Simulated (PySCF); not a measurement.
Structure with atom numbers: `[N:1]#[C:2][CH2:3][C:4](=[O:5])[SiH3:6]` (H(Xn): hydrogen on atom n).

- GFN2-xTB geometry
- shieldings: GIAO PBE0/pcSseg-1
- code: PySCF 2.14.0 with density-fitted response routines
- no solvent model, no relativistic terms, equivalent nuclei averaged, one computed conformer

Referencing at the same level of theory: ¹³C, ¹H, ²⁹Si vs TMS; ¹⁵N against NH3; ¹⁷O vs H2O.

| atoms | nucleus | count | Hirshfeld charge | δ (ppm) |
| --- | --- | --- | --- | --- |
| H(C3) | ¹H | 2 | 0.08 | 3.31 |
| C3 | ¹³C | 1 | -0.05 | 42.3 |
| H(Si6) | ¹H | 3 | -0.06 | ? |
| N1 | ¹⁵N | 1 | -0.21 | 316.0 |
| Si6 | ²⁹Si | 1 | 0.32 | -88.2 |
| C4 | ¹³C | 1 | 0.10 | ? |
| C2 | ¹³C | 1 | 0.09 | 118.2 |
| O5 | ¹⁷O | 1 | -0.20 | 871.4 |

Q: Estimate the values marked ?.

A: 
- C4: 233.3 ppm, carbonyl carbon
- H(Si6): 4.24 ppm, hydrogen on a silicon bonded to C

Shifts are as computed. Against solution values, carbons near 30 ppm lie about +3 ppm off and those near 130 ppm about +5 ppm. Of 1211 compounds with measured shifts, 218 miss one by over three times the rms of a fit or turn the order of signals round; such compounds aren't used in these exercises. Unscaled 17O shifts of doubly bonded oxygen tend to come out too high, by tens of ppm or more. Experimental scales use liquid or dissolved standards, which lie at an offset from isolated NH3 (liquid NH3: subtract about 20 ppm) and H2O (liquid H2O: subtract about 36 ppm). Unscaled 15N shifts of sp2 nitrogen come out 20 to 40 ppm too high even then.
